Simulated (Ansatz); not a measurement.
Results of the Gaussian-basis code of Ansatz.

Basis-set series for C6H5N3, SMILES `c1ccc2n[nH]nc2c1`. The species carries charge 0 and has multiplicity 1. The structure was optimised at the PBE0-D4/def2-TZVP level.

```tsv
functional	basis	functions	energy (Eh)	HOMO (eV)	LUMO (eV)
PBE0-D4	def2-TZVPP	349	-395.57732	-6.81	-1.48
PBE0-D4	def2-QZVPP	663	-395.59746	-6.83	-1.51
ωB97M-V	def2-TZVPP	349	-395.88674	-8.78	0.51
ωB97M-V	def2-QZVPP	663	-395.90532	-8.81	0.46
```

Give the rows for def2-SVP. (An estimate is asked.)

The calculation gave: 
```json
{"functional": "PBE0-D4", "basis": "def2-SVP", "functions": "151", "energy (Eh)": "-395.14838", "HOMO (eV)": "-6.76", "LUMO (eV)": "-1.38"}
{"functional": "ωB97M-V", "basis": "def2-SVP", "functions": "151", "energy (Eh)": "-395.44286", "HOMO (eV)": "-8.71", "LUMO (eV)": "0.67"}
```

Positive LUMOs are unbound and depend on the basis.
